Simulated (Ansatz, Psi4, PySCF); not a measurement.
p-cresol (C₇H₈O), singlet, at a GFN2-xTB geometry. Base run: PBE/STO-3G in PySCF.

Input for PySCF:
```python
from pyscf import gto, scf, dft

mol = gto.Mole()
mol.atom = '''
    C    -2.83485466    0.11645217    0.39917449
    C    -1.35119902    0.04253937    0.19543320
    C    -0.48079655    0.69822704    1.05464705
    C     0.88746555    0.65034956    0.85778854
    C     1.41233797   -0.06087735   -0.21302987
    O     2.75310773   -0.13806513   -0.44684273
    C     0.54999479   -0.72197732   -1.08106165
    C    -0.81332749   -0.66596930   -0.87292005
    H    -3.32025483   -0.78818912    0.04028342
    H    -3.07584159    0.25269851    1.45093519
    H    -3.24713136    0.96147983   -0.15374877
    H    -0.87489984    1.25504510    1.89283045
    H     1.55226643    1.16616706    1.53910024
    H     3.22889816    0.36194627    0.22698678
    H     0.96800090   -1.27300046   -1.90846528
    H    -1.47362327   -1.18409113   -1.55337055
'''
mol.basis = 'sto-3g'
mol.verbose = 4
mol.build()

mf = dft.RKS(mol)
mf.xc = 'pbe'
mf.kernel()
```

The same geometry, method and basis name were run in Ansatz (an electronic-structure program) and Psi4 and PySCF, at each program's defaults and at the settings that a row names. The base is PySCF at its defaults. Differences at the defaults can come from grids, fitting, cores and function types together.

| code and settings | ΔE vs base (µEh) | basis functions | E (Eh) | SCF cycles | dipole (D) |
|---|---|---|---|---|---|
| PySCF, defaults (exact integrals, its default grid, spherical functions) | 0.0 | 48 | -341.99854 | 11 | 1.32 |
| Psi4, defaults (density fitting with its default set, its default grid, spherical functions) | -2549 | 48 | -342.00109 | 9 | 1.32 |
| Ansatz, defaults (factorised integrals, its default grid, spherical functions) | 0.3 | 48 | -341.99854 | - | - |
| PySCF, density fitting with def2-universal-jkfit | -2563 | 48 | -342.00110 | 11 | 1.32 |
| PySCF, fine grid | 6.2 | 48 | -341.99853 | 11 | 1.32 |
| Psi4, exact integrals, spherical functions, fine grid | 3.9 | 48 | -341.99854 | 12 | 1.32 |
| Ansatz, high accuracy | 5.6 | 48 | -341.99853 | - | - |
